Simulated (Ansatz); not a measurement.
Computed with Ansatz on PBE0-D4/def2-TZVP structures; ΔE is electronic, products minus reactants. CBS: MP2 limit from def2 TZ/QZ plus the TZ coupled-cluster correction, frozen cores. Functionals use def2-TZVPP. For Ge outer-core shells are correlated without core-valence functions, which leaves a few kJ/mol of doubt a bond. Scalar relativity is left out up to krypton. Each species was taken in one conformer, which may not be the lowest.

Reaction (redistribution): `[OH][GeH2][NH][SiH](O)Cl` + `O[SiH2]N[SiH](O)O` → `[OH][GeH2][NH][SiH](O)O` + `O[SiH2]N[SiH](O)Cl`

`[OH][GeH2][NH][SiH](O)Cl`:

Z-matrix (Å, degrees):
```
Ge
N 1 1.821
O 1 1.799 2 103.7
H 1 1.536 2 108.9 3 -117.9
H 1 1.537 2 112.9 3 115.5
Si 2 1.714 1 124.4 3 -43.7
H 2 1.009 1 114.8 3 115.8
H 3 0.960 1 113.5 2 160.0
O 6 1.624 2 108.4 1 8.7
Cl 6 2.061 2 107.2 1 131.7
H 6 1.473 2 115.2 1 -111.3
H 9 0.970 6 114.6 2 33.5
```

`O[SiH2]N[SiH](O)O`:

```xyz
13

O     0.606   -0.461    2.082
Si   -0.850   -0.705    1.325
N    -0.700   -0.574   -0.381
Si    0.062    0.738   -1.185
O     0.703    1.711   -0.040
O     1.141    0.046   -2.211
H     1.267   -1.147    1.973
H    -1.386   -2.062    1.613
H    -1.700    0.358    1.899
H    -0.897   -1.399   -0.927
H    -0.840    1.612   -1.966
H     1.100    1.284    0.727
H     1.493    0.600   -2.910
```

`[OH][GeH2][NH][SiH](O)O`:

Cartesian coordinates in Å:
```
O -2.118 0.292 -0.581
Ge -0.684 1.268 -1.056
N 0.810 0.330 -0.589
Si 0.967 -0.460 0.924
O 1.349 -2.017 0.563
O -0.432 -0.245 1.739
H -2.252 -0.467 -1.155
H -0.663 1.494 -2.576
H -0.861 2.538 -0.223
H 1.397 0.023 -1.350
H 2.016 0.084 1.816
H 1.716 -2.547 1.272
H -1.244 -0.294 1.217
```

`O[SiH2]N[SiH](O)Cl`:

Cartesian coordinates in Å:
```
O -0.056 -1.820 0.873
Si 1.033 -0.634 1.176
N 0.739 0.628 0.026
Si -0.401 0.527 -1.238
O -1.870 0.029 -0.690
Cl -0.543 2.409 -2.052
H -0.964 -1.553 0.697
H 2.368 -1.260 1.025
H 0.919 -0.065 2.547
H 1.228 1.505 0.129
H -0.064 -0.432 -2.300
H -2.389 0.666 -0.193
```

```
             level  ΔE (kJ/mol)
            r2SCAN          6.5
    MP2/def2-TZVPP          6.4
     HF/def2-QZVPP          5.7
SCS-MP2/def2-QZVPP          6.1
```

(1) What does CCSD(T)/CBS give? (An estimate is asked.)

Largest T1 diagnostic among the species: 0.012.

Answers

(1) Ansatz gave: +6.4 kJ/mol. The listed levels differ from it by 0.1, 0.0, -0.7, -0.3 kJ/mol.
